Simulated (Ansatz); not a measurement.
Cd6S5⁺. Total charge 1; doublet. Geometry PBE-D4/def2-SVP, that of the neutral singlet; atoms count from 1.

| atom | x (Å) | y (Å) | z (Å) |
| --- | --- | --- | --- |
| Cd1 | 2.266 | -1.417 | 0.511 |
| Cd2 | 1.144 | 2.482 | 0.095 |
| Cd3 | -0.847 | 0.042 | 0.501 |
| Cd4 | -3.873 | 1.473 | -0.584 |
| Cd5 | -3.648 | -1.200 | 1.380 |
| Cd6 | 3.483 | 4.085 | -0.613 |
| S7 | -1.181 | -2.371 | -0.052 |
| S8 | 0.262 | -2.523 | -1.609 |
| S9 | 1.571 | 0.512 | 1.706 |
| S10 | 2.064 | -3.375 | -0.833 |
| S11 | -1.241 | 2.292 | -0.503 |

In the def2 sets Cd takes a core potential; there is no spin–orbit coupling. The structure comes from a short search, and lower isomers may exist.

Q: Estimate the Mulliken populations from the PBE0/def2-SVP orbitals of Ansatz.

A: 
| atom | charge (e) | spin (α − β) | d electrons |
| --- | --- | --- | --- |
| Cd1 | 0.58 | 0.00 | 10.01 |
| Cd2 | 0.45 | 0.05 | 10.02 |
| Cd3 | 0.37 | 0.01 | 10.03 |
| Cd4 | 0.46 | 0.58 | 10.01 |
| Cd5 | 0.30 | 0.26 | 10.00 |
| Cd6 | 0.43 | 0.02 | 9.99 |
| S7 | -0.31 | -0.01 | – |
| S8 | -0.02 | 0.02 | – |
| S9 | -0.50 | 0.03 | – |
| S10 | -0.19 | 0.01 | – |
| S11 | -0.55 | 0.03 | – |
Mulliken values and Mayer orders depend strongly on the basis.

Q: Where does the spin sit?

A: Summed by element: Cd 0.92, S 0.08, of 1 unpaired in all. Largest on single atoms: Cd4 0.58, Cd5 0.26, Cd2 0.05.

Q: And the Mayer bond orders between bonded heavy atoms (over 0.3)?

A: Cd1–S9 0.83 (2.37 Å); Cd1–S10 0.91 (2.38 Å); Cd2–Cd6 0.62 (2.92 Å); Cd2–S9 0.65 (2.58 Å); Cd2–S11 0.76 (2.47 Å); Cd3–S7 0.72 (2.50 Å); Cd3–S9 0.45 (2.74 Å); Cd3–S11 0.77 (2.50 Å); Cd4–Cd5 0.43 (3.32 Å); Cd4–S11 0.41 (2.76 Å); S7–S8 0.99 (2.13 Å); S8–S10 1.02 (2.14 Å).
